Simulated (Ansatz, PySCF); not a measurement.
Torsion H4–O1–Se2–O3 in H2O2Se (SMILES O[Se]O); at each angle all else is relaxed with GFN2-xTB, and the levels are single points there.
Geometry at 90° (charge 0, multiplicity 1):
```xyz
5

O      1.1637     0.4819    -0.3330
Se    -0.1821    -0.6801    -0.5449
O     -0.4084    -1.1613     1.1624
H      2.0156     0.0405    -0.3998
H     -0.9316    -0.5056     1.6335
```

On the grid 0° to 330°, 180° is the highest and 90° the lowest point at CCSD(T)/CBS(cc-pVTZ, cc-pVQZ).

Rows in 6-31G* carry no dispersion term and start afresh at each structure (6-31G* with six Cartesian d functions); the Pople sets are all-electron and without relativity.

Codes used: Ansatz (a program for electronic structure); PySCF for 6-31G* rows, the dispersion terms. Each number belongs to the level named beside it.

Q: One of these levels gives 9.40 kcal/mol for the energy at 180° less that at 90°. Which one is it?
A. B3LYP/6-31G*
B. HF/cc-pVTZ
C. PBE0-D4/def2-TZVPP

A: A, B3LYP/6-31G*. The others give 7.19 (HF/cc-pVTZ), 8.00 (PBE0-D4/def2-TZVPP)
